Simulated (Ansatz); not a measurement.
Z-matrix (Å, degrees):
```
Ga
F 1 1.750
S 1 2.169 2 119.6
O 1 1.770 2 116.9 3 180.0
H 3 1.345 1 91.7 2 -180.0
H 4 0.961 1 112.9 2 -0.0
```

The species carries charge 0 and has multiplicity 1.

Task: List the PBE0/def2-TZVPP orbital energies in eV (the Gaussian-basis code of Ansatz). (An estimate is asked.)

Result: Ansatz gave: Occupied: -10148.08, -2423.03, -1253.85, -1110.06, -1109.94, -1109.92, -672.93, -522.93, -218.37, -162.19, -162.13, -162.02, -152.31, -105.33, -105.08, -105.04, -31.84, -28.02, -24.44, -24.34, -24.31, -24.19, -23.93, -20.70, -14.34, -13.06, -11.92, -11.26, -11.17, -10.28, -9.65, -9.57, -8.21. Lowest empty: -1.20, -0.41, 0.29, 1.29, 1.74, 3.63, 4.11, 4.70.
